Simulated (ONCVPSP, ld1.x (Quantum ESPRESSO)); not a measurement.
# Potentials for Be compared

Generated with ld1.x 7.5 (TM, RRKJ, ultrasoft, PAW), atompaw 4.2 or ONCVPSP 4.0.1. The cutoff is in Ry: for ld1.x and atompaw files where the sum of valence levels is converged to 10 mRy in a Bessel basis, for ONCV files where the hardest occupied wave has 1 mHa per electron of residual kinetic energy. The error is the largest all-electron minus pseudo excitation energy over each file’s own four to seven test configurations (ionisations up to +4, promotions, holes and added fractions of an electron), all of which were solved. The labels leave out finer settings (local radius, basis sizes, second energies), which also bear on the numbers. Spin-polarised tests are not counted. The rows are a selection from randomly drawn settings: files with unsolved tests, undetermined cutoffs or missed reference levels are left out.

```csv
potential,cutoff (Ry),largest error (meV),bound ghosts
"ONCV, revPBE, scalar-relativistic, rc 0.85/0.70/0.70 (spd), local smoothed, core correction no, reference 1s2 2s1, qcut 12.3/13.7/14.2, projectors 2/3/2",142,+2.2,none
"ONCV, PBEsol, scalar-relativistic, rc 0.85/0.80/0.80 (spd), local p, core correction no, reference 1s2 2s0.5, qcut 12.2/9.3/14, projectors 3/0/2",132,+1.7,none
```

Fill in the row for Be: TM, LDA (PZ), fully relativistic, rc 2.25/4.20 (sp), local smoothed, core correction yes, reference 2s2 2p0.

cutoff 8 Ry, largest error -216 meV, bound ghosts: none.

Fill in the row for Be: ONCV, LDA (Perdew-Wang 92), scalar-relativistic, rc 1.80/1.50 (sp), local smoothed, core correction yes, reference 2s1.75, qcut 2.8/5.8, projectors 2/2.

cutoff 22 Ry, largest error +2.2 meV, bound ghosts: none.

Fill in the row for Be: ONCV, PBE, scalar-relativistic, rc 0.90/0.70/0.75 (spd), local smoothed, core correction no, reference 1s2 2s2, qcut 15/10.1/13.5, projectors 2/2/1.

cutoff 148 Ry, largest error +4.6 meV, bound ghosts: none.
